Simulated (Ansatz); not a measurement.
Reaction (ligand exchange at a Zn–O bond): `O[SiH2][O][ZnH]` + `OCF` → `FC[O][ZnH]` + `O[SiH2]O`

Program: Ansatz. Geometries: PBE0-D4/def2-TZVP. ΔE: electronic, gas phase. CCSD(T)/CBS is the MP2 limit (def2-TZVPP, def2-QZVPP) plus CCSD(T) − MP2 in def2-TZVPP, frozen cores. DFT in def2-TZVPP. B3LYP here is the variant with VWN-RPA as its local correlation; programs differ in this. For Zn outer-core shells are correlated without core-valence functions, which leaves a few kJ/mol of doubt a bond. Scalar relativity is left out up to krypton. Each species was taken in one conformer, which may not be the lowest.

Is it downhill or uphill in electronic energy at CCSD(T)/CBS, and by how much? (Estimate.)

Ansatz gave: Uphill: ΔE = +13.0 kJ/mol.

What do these levels give: PBE-D4, ωB97M-V, B2PLYP, B3LYP, HF/def2-TZVPP, MP2/def2-QZVPP? (Best estimate.)

Ansatz gave: PBE-D4 9.0, ωB97M-V 9.8, B2PLYP 11.1, B3LYP 9.9, HF/def2-TZVPP 15.3, MP2/def2-QZVPP 14.2 kJ/mol.

Largest T1 diagnostic among the species: 0.016.

From PBE to PBE0 (25 % exact exchange), in def2-TZVPP and without D4, ΔE moves by +3.1 kJ/mol.
